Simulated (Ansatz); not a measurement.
Be₂I₅⁻, relaxed as a singlet with RKS r2SCAN-D4/def2-SVPD in Ansatz, starting from the GFN2-xTB geometry. Force threshold 0.02 eV/Å.

In the def2 sets I takes a core potential; there is no spin–orbit coupling. Another isomer (singlet) lies 0.24 eV lower at PBE0-D4/def2-TZVPD; other spin states weren't run for this one.

Start:

```xyz
7

Be    1.6244    0.7342   -1.2642
Be   -1.5168   -0.8741    1.3042
I    -1.6908   -1.9306    3.3432
I     3.0383   -0.0296   -2.9135
I     0.6794   -0.9372    0.2412
I    -3.2674    0.0884    0.1610
I     1.1329    2.9490   -0.8719
```

(1) Estimate the energy that the relaxation releases and the steps that it takes.

(2) Does the start keep its bonding?

(3) Predict the relaxed structure.

Results:

(1) 2.3 kcal/mol, in 13 steps; 69 s on 4 threads of Arm Neoverse V2 on a shared host. The force fell under the threshold at step 7, but the optimiser went on. No frequencies were taken in this run, so the end may be a saddle point.

(2) By distances, no bond broke or formed. The bond that changes most is Be1–I7, from 2.30 to 2.28 Å (atoms count from 1).

(3) 
```tsv
atom	x (Å)	y (Å)	z (Å)
Be1	1.427	0.640	-1.135
Be2	-1.327	-0.780	1.172
I3	-1.680	-1.503	3.319
I4	2.622	0.078	-3.009
I5	0.904	-1.241	0.318
I6	-2.861	0.077	-0.275
I7	0.914	2.729	-0.390
```
Bond lengths (bridged metal pairs left out): 6 × Be–I 2.28 to 2.43 Å.
